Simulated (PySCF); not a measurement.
Constitutional and geometric isomers with formula C4H4. Gas-phase values, no solvent. Strings in code marks are SMILES.

Computed with CAM-B3LYP-D3(BJ)/def2-TZVP (PySCF). Delta-SCF ions had no search for a lower state. Excitations are Tamm–Dancoff values on a coarser integration grid. The basis has no diffuse functions, so Rydberg states are missing or too high.

```json
[
 {"species": "`C=CC#C`", "vertical ionisation energy (Delta-SCF) (eV)": "9.47", "S1 excitation (TDA) (eV)": "5.60", "S1 oscillator strength": "0.000"},
 {"species": "`C1=CC=C1`", "vertical ionisation energy (Delta-SCF) (eV)": "7.94", "S1 excitation (TDA) (eV)": "3.04", "S1 oscillator strength": "0.000"},
 {"species": "`C=C1C=C1`", "vertical ionisation energy (Delta-SCF) (eV)": "8.24", "S1 excitation (TDA) (eV)": "___", "S1 oscillator strength": "0.023"},
 {"species": "`C=C=C=C`", "vertical ionisation energy (Delta-SCF) (eV)": "9.24", "S1 excitation (TDA) (eV)": "___", "S1 oscillator strength": "___"}
]
```

Task: Complete the blanks.

Result: 
- `C=C1C=C1`, S1 excitation (TDA) (eV): 4.72
- `C=C=C=C`, S1 excitation (TDA) (eV): 4.09
- `C=C=C=C`, S1 oscillator strength: 0.000
